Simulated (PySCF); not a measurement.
HAlF2S (SMILES [F][Al]([F])[SH]), singlet, geometry from GFN2-xTB (such geometries of metal compounds can be far from the true shape). Base run: B3LYP/6-31G, TDDFT (PySCF).

The PySCF input:
```python
from pyscf import gto, scf, dft, tdscf

mol = gto.M(
    atom='''
Al   -0.32592073    0.26892201   -0.15955093
F    -1.82191030   -0.09312964   -0.73169965
F     0.11152467    1.85753029   -0.14103737
S     1.10287062   -1.19635519    0.56863388
H     1.98451022   -0.23390889    0.83065323
''',
    basis='6-31g',
    verbose=3,
)

mf = dft.RKS(mol)
mf.xc = 'b3lyp'
mf.kernel()
td = mf.TDDFT()
td.nstates = 5
td.kernel()
td.analyze()
```

Variants of this job, named by their change:

```csv
change,first excitation (eV),oscillator strength of the first,second (eV),core-seconds (rough)
base,5.35,0.035,6.42,30
functional = blyp,4.91,0.029,5.96,10
functional = pbe,5.03,0.030,6.07,10
functional = pbe0,5.59,0.039,6.65,30
nstates = 15,5.35,0.035,6.42,30
functional = hf,6.78,0.063,7.93,3
nstates = 2,5.35,0.035,6.42,20
basis = 6-31+G*,5.34,0.054,6.53,80
response = Tamm-Dancoff,5.36,0.038,6.43,20
functional = wb97x,6.04,0.041,7.22,50
```

An iterative solver can miss low states, so a row lists the states that it found.
